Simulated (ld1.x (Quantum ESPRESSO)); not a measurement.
Ranking TM semilocal potentials for Ti (Z = 22)

All share these settings but for the change named:

| Property | Result |
| --- | --- |
| Element | Ti (Z = 22) |
| Generator | ld1.x (Quantum ESPRESSO) 7.5 |
| Type | norm-conserving Troullier–Martins (semilocal form) |
| Functional | LDA (PZ) |
| Relativity | scalar-relativistic |
| Frozen core | [Ne] |
| Valence charge | 12 |
| Reference configuration | 3s2 3p6 3d2 4s1 4p1 |
| Partial waves | 3s (bound): rc 1.15 bohr; 3d (bound): rc 1.25 bohr; 3p (bound): rc 1.15 bohr |
| Local potential | the p channel |
| Core correction | none |

Occupied shells without a wave of their own: 4p, 4s. They enter only through the test configuration that unscreens the potential.

Test errors are all-electron minus pseudo excitation energies from the reference, over 3s2 3p6 3d2 4s2 4p0; 3s2 3p6 3d2 4s1 4p0; 3s2 3p6 3d2 4s0 4p0; 3s2 3p6 3d1 4s0 4p0; 3s2 3p6 3d2 4s1.5 4p0; 3s2 3p6 3d1 4s2 4p1; 3s2 3p6 3d3 4s1 4p0. None of these files shows a bound ghost.

The base gives 248.2 meV.

Of 6 variants that were run, those that failed, showed a ghost or another fault, or gave nearly equal values are left out.

(1) Rank these variants by their largest absolute test error, smallest first.
A. wave 3s (bound): rc 1.15 bohr becomes 3s (bound): rc 1.10 bohr
B. wave 3s (bound): rc 1.15 bohr becomes 3s (bound): rc 0.74 bohr
C. wave 3s (bound): rc 1.15 bohr becomes 3s (bound): rc 0.96 bohr

## Answers

(1) C (118.2 meV), B (160.4 meV), A (188.6 meV).
